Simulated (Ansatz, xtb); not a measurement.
## C6H8FN: which of two isomers lies lower

We compare I, `N#C[C@@H]1CC[C@@H](F)C1`, a singlet, with II, `N#C[C@@H]1CC[C@H](F)C1`, a singlet. Both are isolated molecules in the gas phase, relaxed with PBE-D3(BJ)/def2-SVP; the shapes shown needn't be the lowest conformers.

I (Å):

```xyz
16

C     0.3442   -0.7340    2.5210
C     0.7937   -0.6224    1.1307
C     1.7658    0.5819    0.9469
C     0.8251    1.7400    0.5949
C    -0.1398    1.0928   -0.3956
C    -0.4053   -0.3141    0.1667
F     0.5110    0.9696   -1.6320
N    -0.0208   -0.7989    3.6328
H     1.2895   -1.5791    0.8677
H     2.3991    0.7615    1.8357
H     2.4276    0.3714    0.0837
H     0.2629    2.0742    1.4931
H     1.3328    2.6216    0.1578
H    -1.0691    1.6760   -0.5691
H    -1.3718   -0.3554    0.7042
H    -0.4558   -1.0360   -0.6700
```

II (Å):

```xyz
16

C     0.3414    1.2396   -0.7996
C     1.4270    0.5489   -0.1076
C     2.8228    0.7399   -0.7609
C     3.6097   -0.4451   -0.1907
C     2.6230   -1.6050   -0.3282
C     1.2401   -1.0027   -0.0136
F     2.6349   -2.0384   -1.6598
N    -0.5281    1.7850   -1.3649
H     1.4685    0.9652    0.9227
H     3.2617    1.7318   -0.5423
H     2.7353    0.6334   -1.8606
H     3.8367   -0.2813    0.8848
H     4.5618   -0.6554   -0.7147
H     2.8717   -2.4828    0.3058
H     0.8734   -1.2994    0.9876
H     0.5161   -1.3784   -0.7612
```

Quicker runs give these differences E(II) − E(I): GFN2-xTB +0.026 eV; HF/STO-3G −0.026 eV (at GFN2-xTB geometries); r2SCAN-D4/def2-SVP +0.028 eV (at GFN2-xTB geometries).

Question: Which of the two would you expect CCSD(T)/def2-SVP + ΔMP2/def2-TZVPP electronic energies to favour?

Answer: CCSD(T)/def2-SVP + ΔMP2/def2-TZVPP gives E(II) − E(I) = +0.022 eV, slightly favouring structure I, which is too small a margin to settle the true order.

Level by level:

```tsv
level	geometry	E(II) − E(I) (eV)	departure from the last row (eV)	job, with rough time for the two
GFN2-xTB	GFN2-xTB	+0.026	+0.003	optimisation, 0.41 s
HF/STO-3G	GFN2-xTB	−0.026	−0.048	single point, 0.7 s
r2SCAN-D4/def2-SVP	GFN2-xTB	+0.028	+0.005	single point, 8.4 s
PBE-D3(BJ)/def2-SVP	PBE-D3(BJ)/def2-SVP	+0.013	−0.009	optimisation, 70 s
HF/def2-SVP	PBE-D3(BJ)/def2-SVP	+0.012	−0.010	part of the CCSD(T) run
MP2/def2-SVP	PBE-D3(BJ)/def2-SVP	+0.026	+0.004	part of the CCSD(T) run
CCSD(T)/def2-SVP	PBE-D3(BJ)/def2-SVP	+0.024	+0.002	single point
CCSD(T)/def2-SVP + ΔMP2/def2-TZVPP	PBE-D3(BJ)/def2-SVP	+0.022		single point, 3.7 min
```

As drawn, both hold the same kinds of bond in the same numbers.

The largest departure from CCSD(T)/def2-SVP + ΔMP2/def2-TZVPP is that of HF/STO-3G, 0.048 eV. The last row adds to CCSD(T) the change of the MP2 difference between the two basis sets, here −0.002 eV.

With thermal terms from frequencies at re-optimised GFN2-xTB minima (ideal gas, soft modes damped towards free rotors, one conformer each, 298.15 K, 1 atm): the zero-point term adds +0.001 eV; ΔH is +0.024 and ΔG +0.022 eV.

The correlated steps freeze 8 core orbitals. Run with Ansatz 0.2.0, xtb 6.7.1; the last row on 2 threads of Arm Neoverse V1 on a shared host.
